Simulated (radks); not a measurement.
Values are calculated unless marked as measured or tabulated.
Problem. Species: the gold ion Au2+. Configuration: [Xe] 4f14 5d7 6p2 (not the ground configuration). Code: a radial shooting solver on a logarithmic mesh with Libxc functionals. Model: scalar-relativistic Kohn-Sham, PBE, spin-polarised, spherical densities, finite nucleus; open shells are filled with parallel spins first (spin-orbit coupling, left out, can overturn this in heavy ions); Fermi nuclear charge, rms radius 5.4371 fm. Some entries of the table are withheld. Estimate them.

| orbital | occ. | eigenvalue (Ry) | r(max) (bohr) |
|---|---|---|---|
| 1s up | 1 | -5936.789 | 0.01042 |
| 1s down | 1 | -5936.787 | 0.01042 |
| 2s up | 1 | -1049.563 | 0.06018 |
| 2s down | 1 | -1049.544 | 0.06018 |
| 2p up | 3 | -907.9849 | 0.04981 |
| 2p down | 3 | -907.9681 | 0.04981 |
| 3s up | 1 | -249.5709 | 0.1696 |
| 3s down | 1 | -249.5626 | 0.1696 |
| 3p up | 3 | -208.4830 | 0.1690 |
| 3p down | 3 | -208.4736 | 0.1690 |
| 3d up | 5 | -164.5146 | 0.1376 |
| 3d down | 5 | -164.4997 | 0.1376 |
| 4s up | 1 | -56.05780 | 0.3827 |
| 4s down | 1 | -56.03753 | 0.3827 |
| 4p up | 3 | -42.57795 | 0.4028 |
| 4p down | 3 | -42.55880 | 0.4028 |
| 4d up | 5 | -26.37199 | 0.4103 |
| 4d down | 5 | -26.34970 | 0.4103 |
| 5s up | 1 | -10.38573 | 0.8479 |
| 5s down | 1 | -10.25178 | 0.8456 |
| 4f up | 7 | (1) | 0.3755 |
| 4f down | 7 | (2) | 0.3755 |
| 5p up | 3 | -6.78475 | (3) |
| 5p down | 3 | -6.62110 | (4) |
| 5d up | 5 | -2.69865 | 1.176 |
| 5d down | 2 | -2.50049 | 1.169 |
| 6p up | 2 | -1.38371 | 2.510 |
| 6p down | 0 | -1.20565 | 2.536 |

Solution. 
(1) 4f up eigenvalue (Ry): -8.38221
(2) 4f down eigenvalue (Ry): -8.35065
(3) 5p up r(max) (bohr): 0.9502
(4) 5p down r(max) (bohr): 0.9468
